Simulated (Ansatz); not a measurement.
`[Cl][Ga]([Cl])[Br]` at its PBE0-D4/def2-TZVP geometry, where that method's forces vanish. The species carries charge 0 and has multiplicity 1.

```xyz
4

Cl   -0.2370    1.5632   -1.4263
Ga   -0.0216   -0.0004   -0.0191
Cl   -1.4110   -1.5945   -0.0260
Br    1.6697    0.0318    1.4714
```

Task: What forces (eV/Å) does r2SCAN-D4/def2-TZVPP give on these atoms in Ansatz? (Best estimate.)

Result: The calculation gave: 
```
Cl1  0.001 -0.009  0.008
Ga2  0.005  0.000  0.004
Cl3  0.008  0.009 -0.001
Br4 -0.013  0.000 -0.012
```
